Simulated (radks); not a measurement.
Question: The mean radii <r> (bohr) of the occupied orbitals of an atom or ion are listed with their occupations. All-electron calculation, Dirac Kohn-Sham, BLYP, spin-unpolarised, spherical densities, finite nucleus; Fermi nuclear charge, rms radius of each element as measured or else 0.836 A^(1/3) + 0.57 fm. Program: a radial shooting solver on a logarithmic mesh with Libxc functionals.

orbital  occ.      <r>
1s1/2       2  0.01774
2s1/2       2  0.07426
2p1/2       2  0.06130
2p3/2       4  0.06949
3s1/2       2   0.1934
3p1/2       2   0.1835
3p3/2       4   0.1986
3d3/2       4   0.1734
3d5/2       6   0.1781
4s1/2       2   0.4318
4p1/2       2   0.4357
4p3/2       4   0.4693
4d3/2       4   0.4825
4d5/2       6   0.4938
5s1/2       2    1.007
5p1/2       2    1.099
4f5/2       6   0.5526
4f7/2       8   0.5608
5p3/2       4    1.199
5d3/2     2.4    1.674
5d5/2     3.6    1.731

Name the element and its charge. Open shells, if any, are shared by 2j + 1.

Answer: Z = 76, osmium, charge +2: Os2+ in [Xe] 4f14 5d6. The 1s radius gives Z: for a bare nucleus <r> = (2 gamma + 1)/(2Z) with gamma = sqrt(1 - (Z/c)^2), 0.01753 bohr for Z = 76, and screening makes it slightly larger (0.01774 here). The occupations add up to 74, and the charge is Z minus that.
